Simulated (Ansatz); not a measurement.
A structure relaxed at PBE-D4/def2-SVP in Ansatz, charge 1, singlet:

```xyz
5

Ta    0.790   -1.535    0.505
Ta   -0.903    0.066    1.554
Ta    0.053    0.686   -0.962
Ta   -1.910    1.709    0.285
Ta    1.970   -0.926   -1.382
```

(1) Give its formula and point group.

(2) Summarise the bond lengths by kind (pairs closer than 1.2 times the sum of covalent radii, bridged metal pairs left out).

Answers

(1) the cluster Ta₅⁺. Point group C2 (tolerance 0.1 Å).

(2) 7 × Ta–Ta 2.31 to 2.76 Å.

In the def2 sets Ta takes a core potential; there is no spin–orbit coupling. The restricted singlet is unstable towards broken spin symmetry at other levels; at PBE-D4/def2-SVP this wasn't settled. The relaxation made no stability test and no search for a lower SCF solution. No other spin state of charge 1 was run. Another isomer (triplet) lies 4.05 eV lower at PBE0-D4/def2-TZVP; other spin states weren't run for this one.
